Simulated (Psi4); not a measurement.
C2H7BFNO (SMILES CCOB(N)F), singlet, at a GFN2-xTB geometry; HF/def2-SVPD (Psi4).

Input for Psi4:
```
memory 2 GB

molecule mol {
0 1
  B    -0.090487    0.092872    0.927080
  F    -1.151020   -0.738058    0.813472
  O     0.404771    0.734694   -0.149212
  C    -0.106613    0.534408   -1.455182
  C     0.471069   -0.722512   -2.095410
  H    -1.199838    0.464912   -1.423202
  H     0.179244    1.422063   -2.028590
  H     0.172967   -1.597779   -1.523390
  H     0.103186   -0.820712   -3.113197
  H     1.556841   -0.668485   -2.111611
  N     0.462118    0.275115    2.194987
  H     0.096209   -0.175587    3.012328
  H     1.243272    0.879018    2.363356
}

set basis def2-svpd
set reference rhf

energy('scf')
print_variables()
```

The log (banner, timings and long lists left out):

```
   => Loading Basis Set <=

    Name: DEF2-SVPD
    Role: ORBITAL
    Keyword: BASIS

         ---------------------------------------------------------
                                   SCF
               by Justin Turney, Rob Parrish, Andy Simmonett
                          and Daniel G. A. Smith
                              RHF Reference
         ---------------------------------------------------------

  ==> Geometry <==

    Molecular point group: c1
    Full point group: C1

    Geometry (in Angstrom), charge = 0, multiplicity = 1:

       Center              X                  Y                   Z               Mass
    ------------   -----------------  -----------------  -----------------  -----------------
         B           -0.053410546759     0.094556017226     0.855238206191    11.009305360000
         F           -1.113943546759    -0.736373982774     0.741630206191    18.998403162730
         O            0.441847453241     0.736378017226    -0.221053793809    15.994914619570
         C           -0.069536546759     0.536092017226    -1.527023793809    12.000000000000
         C            0.508145453241    -0.720827982774    -2.167251793809    12.000000000000
         H           -1.162761546759     0.466596017226    -1.495043793809     1.007825032230
         H            0.216320453241     1.423747017226    -2.100431793809     1.007825032230
         H            0.210043453241    -1.596094982774    -1.595231793809     1.007825032230
         H            0.140262453241    -0.819027982774    -3.185038793809     1.007825032230
         H            1.593917453241    -0.666800982774    -2.183452793809     1.007825032230
         N            0.499194453241     0.276799017226     2.123145206191    14.003074004430
         H            0.133285453241    -0.173902982774     2.940486206191     1.007825032230
         H            1.280348453241     0.880702017226     2.291514206191     1.007825032230

  Running in c1 symmetry.

  Rotational constants: A =      0.22770  B =      0.07467  C =      0.06443 [cm^-1]
  Rotational constants: A =   6826.17536  B =   2238.42846  C =   1931.57202 [MHz]
  Nuclear repulsion =  240.100756529608503

  Charge       = 0
  Multiplicity = 1
  Electrons    = 48
  Nalpha       = 24
  Nbeta        = 24

  ==> Algorithm <==

  SCF Algorithm Type is DF.
  DIIS enabled.
  MOM disabled.
  Fractional occupation disabled.
  Guess Type is SAD.
  Energy threshold   = 1.00e-06
  Density threshold  = 1.00e-06
  Integral threshold = 1.00e-12

  ==> Primary Basis <==

  Basis Set: DEF2-SVPD
    Blend: DEF2-SVPD
    Number of shells: 78
    Number of basis functions: 182
    Number of Cartesian functions: 194
    Spherical Harmonics?: true
    Max angular momentum: 2

   => Loading Basis Set <=

    Name: (DEF2-SVPD AUX)
    Role: JKFIT
    Keyword: DF_BASIS_SCF

  ==> Integral Setup <==

  SCF_SUBTYPE=INCORE selected. In-core MEM_DF algorithm will be used.
  Using in-core AOs.

  ==> MemDFJK: Density-Fitted J/K Matrices <==

    J tasked:                   Yes
    K tasked:                   Yes
    wK tasked:                   No
    Algorithm:                 Core
    Schwarz Cutoff:           1E-12
    Mask sparsity (%):       1.8657
    Fitting Condition:        1E-10

   => Auxiliary Basis Set <=

  Basis Set: (DEF2-SVPD AUX)
    Blend: DEF2-UNIVERSAL-JKFIT
    Number of shells: 192
    Number of basis functions: 582
    Number of Cartesian functions: 686
    Spherical Harmonics?: true
    Max angular momentum: 4

  Minimum eigenvalue in the overlap matrix is 4.2261760091E-05.
  Reciprocal condition number of the overlap matrix is 3.8143903761E-06.
    Using symmetric orthogonalization.

  ==> Pre-Iterations <==

  SCF Guess: Superposition of Atomic Densities via on-the-fly atomic UHF (no occupation information).

   -------------------------
    Irrep   Nso     Nmo
   -------------------------
     A        182     182
   -------------------------
    Total     182     182
   -------------------------

  ==> Iterations <==

                           Total Energy        Delta E     RMS |[F,P]|

   @DF-RHF iter SAD:  -332.12689514521645   -3.32127e+02   0.00000e+00
   @DF-RHF iter   1:  -332.99927601177706   -8.72381e-01   3.37644e-03 DIIS/ADIIS
   @DF-RHF iter   2:  -333.14241023134099   -1.43134e-01   1.69932e-03 DIIS/ADIIS
   @DF-RHF iter   3:  -333.17852342525384   -3.61132e-02   2.61945e-04 DIIS/ADIIS
   @DF-RHF iter   4:  -333.18023979837079   -1.71637e-03   8.18531e-05 DIIS
   @DF-RHF iter   5:  -333.18036808661668   -1.28288e-04   2.09473e-05 DIIS
   @DF-RHF iter   6:  -333.18037739733916   -9.31072e-06   5.34650e-06 DIIS
   @DF-RHF iter   7:  -333.18037809269657   -6.95357e-07   1.37712e-06 DIIS
   @DF-RHF iter   8:  -333.18037814618475   -5.34882e-08   4.01657e-07 DIIS
  Energy and wave function converged.

  ==> Post-Iterations <==

    Orbital Energies [Eh]
    ---------------------

    Doubly Occupied:

       1A    -26.279273     2A    -20.558361     3A    -15.547256
       4A    -11.289302     5A    -11.223366     6A     -7.672666
       7A     -1.569548     8A     -1.362271     9A     -1.147368
      10A     -1.010004    11A     -0.855605    12A     -0.766363
      13A     -0.724357    14A     -0.704636    15A     -0.670560
      16A     -0.658904    17A     -0.626260    18A     -0.611564
      19A     -0.596182    20A     -0.551372    21A     -0.533580
      22A     -0.479037    23A     -0.478873    24A     -0.417771

    Virtual:

      25A      0.072039    26A      0.112481    27A      0.129334
      28A      0.140016    29A      0.161452    30A      0.176262
      31A      0.184101    32A      0.189030    33A      0.210208
      34A      0.219787    35A      0.228469    36A      0.238712
      37A      0.243720    38A      0.255600    39A      0.262329
      40A      0.263980    41A      0.274415    42A      0.291983
      43A      0.302849    44A      0.305578    45A      0.325578
      46A      0.328486    47A      0.347964    48A      0.363394
      49A      0.386092    50A      0.394600    51A      0.410318
      52A      0.416090    53A      0.425524    54A      0.432560
      55A      0.442152    56A      0.445676    57A      0.459149
      58A      0.466491    59A      0.469945    60A      0.485444
      61A      0.490020    62A      0.497298    63A      0.498806
      64A      0.502325    65A      0.514230    66A      0.523410
      67A      0.530666    68A      0.539027    69A      0.547899
      70A      0.561006    71A      0.569944    72A      0.574430
      73A      0.580366    74A      0.596534    75A      0.609489
      76A      0.618505    77A      0.621370    78A      0.629130
      79A      0.637594    80A      0.653847    81A      0.664383
      82A      0.673999    83A      0.682537    84A      0.687160
      85A      0.702109    86A      0.717983    87A      0.727932
      88A      0.751102    89A      0.770606    90A      0.787622
      91A      0.809935    92A      0.849925    93A      0.866663
      94A      0.888943    95A      0.919727    96A      0.953825
      97A      0.981199    98A      0.997731    99A      1.011226
     100A      1.025963   101A      1.080838   102A      1.116994
     103A      1.138428   104A      1.165933   105A      1.169008
     106A      1.196720   107A      1.212393   108A      1.242410
     109A      1.246933   110A      1.264980   111A      1.297201
     112A      1.308991   113A      1.347745   114A      1.359906
     115A      1.378888   116A      1.419782   117A      1.459580
     118A      1.486598   119A      1.541608   120A      1.574768
     121A      1.624664   122A      1.668719   123A      1.730701
     124A      1.754093   125A      1.785923   126A      1.834030
     127A      1.850659   128A      1.861226   129A      1.876256
     130A      1.941869   131A      1.955904   132A      1.964503
     133A      1.984615   134A      2.025658   135A      2.055465
     136A      2.092635   137A      2.107475   138A      2.136798
     139A      2.164377   140A      2.197706   141A      2.215213
     142A      2.251313   143A      2.258514   144A      2.291062
     145A      2.302721   146A      2.341117   147A      2.368389
     148A      2.376778   149A      2.386084   150A      2.443872
     151A      2.469859   152A      2.505347   153A      2.543784
     154A      2.618929   155A      2.638571   156A      2.740365
     157A      2.754318   158A      2.798958   159A      2.809118
     160A      2.869833   161A      2.959134   162A      2.974765
     163A      3.009201   164A      3.023379   165A      3.185181
     166A      3.317165   167A      3.337205   168A      3.370930
     169A      3.422869   170A      3.454540   171A      3.515116
     172A      3.546127   173A      3.574123   174A      3.689840
     175A      3.803998   176A      3.810377   177A      3.864479
     178A      3.877118   179A      3.890528   180A      4.039966
     181A      4.156881   182A      4.380477

    Final Occupation by Irrep:
              A
    DOCC [    24 ]
    NA   [    24 ]
    NB   [    24 ]

  @DF-RHF Final Energy:  -333.18037814618475

   => Energetics <=

    Nuclear Repulsion Energy =            240.1007565296085033
    One-Electron Energy =                -933.8933009249956285
    Two-Electron Energy =                 360.6121662492024029
    Total Energy =                       -333.1803781461847507

Computation Completed

Properties will be evaluated at   0.000000,   0.000000,   0.000000 [a0]

Properties computed using the SCF density matrix

 Multipole Moments:

 ------------------------------------------------------------------------------------
     Multipole            Electronic (a.u.)      Nuclear  (a.u.)        Total (a.u.)
 ------------------------------------------------------------------------------------

 L = 1.  Multiply by 2.5417464519 to convert [e a0] to [Debye]
 Dipole X            :         -3.0892685            3.3630809            0.2738124
 Dipole Y            :         -0.0136355            0.1527538            0.1391183
 Dipole Z            :          6.5454508           -6.5165374            0.0289134
 Magnitude           :                                                    0.3084852

 ------------------------------------------------------------------------------------

  Variable Map:
  ----------------------------------------------------------------------------
  "CURRENT ENERGY"           =>    -333.180378146185
  "CURRENT REFERENCE ENERGY" =>    -333.180378146185
  "DD SOLVATION ENERGY"      =>       0.000000000000
  "HF KINETIC ENERGY"        =>     331.854864636113
  "HF POTENTIAL ENERGY"      =>    -665.035242782298
  "HF TOTAL ENERGY"          =>    -333.180378146185
  "HF VIRIAL RATIO"          =>       2.003994256681
  "NUCLEAR REPULSION ENERGY" =>     240.100756529609
  "ONE-ELECTRON ENERGY"      =>    -933.893300924996
  "PCM POLARIZATION ENERGY"  =>       0.000000000000
  "PE ENERGY"                =>       0.000000000000
  "SCF ITERATION ENERGY"     =>    -333.180378146185
  "SCF ITERATIONS"           =>       8.000000000000
  "SCF TOTAL ENERGY"         =>    -333.180378146185
  "TWO-ELECTRON ENERGY"      =>     360.612166249202

  Array Variable Map:
  ----------------------------------------------------------------------------
  "CURRENT DIPOLE"           =>       0.273812404692 ... 0.028913370412 1 by 3
  "SCF DIPOLE"               =>       0.273812404692 ... 0.028913370412 1 by 3
  "SCF TOTAL ENERGIES"       =>    -332.126895145216 ... -333.180378146185 1 by 9
```
